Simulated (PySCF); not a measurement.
# Shapes and spin states of As3

Computed with PySCF, PBE0, basis As def2-TZVP (no relativity, density fitting).

Relaxations began from a few typed shapes and spin states; open shells are unrestricted. The search is not exhaustive: other isomers or separated fragments can lie lower, and high-lying points may rest on an excited occupation.

Task: Order these stationary points by electronic energy, lowest first, in kJ/mol from the lowest minimum.
A. quartet C2v: As–As 2.339 Å (×2), As–As 2.568 Å; As–As–As 56.7° (×2), As–As–As 66.6°
B. quartet C2v: As–As 2.291 Å (×2); As–As–As 104.8°
C. doublet C2v: As–As 2.302 Å (×2), As–As 2.468 Å; As–As–As 57.6° (×2), As–As–As 64.8°
D. doublet D∞h: As–As 2.161 Å (×2); As–As–As 180.0°
E. quartet D∞h: As–As 2.250 Å (×2); As–As–As 180.0°

Result: C (0.0), B (130.1), D (151.4), A (177.5), E (289.4).

Task: Which of them are minima?

Result: By energy in kJ/mol, 0.0: minimum; 130.1: minimum; 151.4: minimum; 177.5: minimum; 289.4: saddle point, 2 imaginary modes.

The electron or spin density has lower symmetry than the nuclear frame for the doublet D∞h at 151.4 kJ/mol, quartet D∞h at 289.4 kJ/mol.
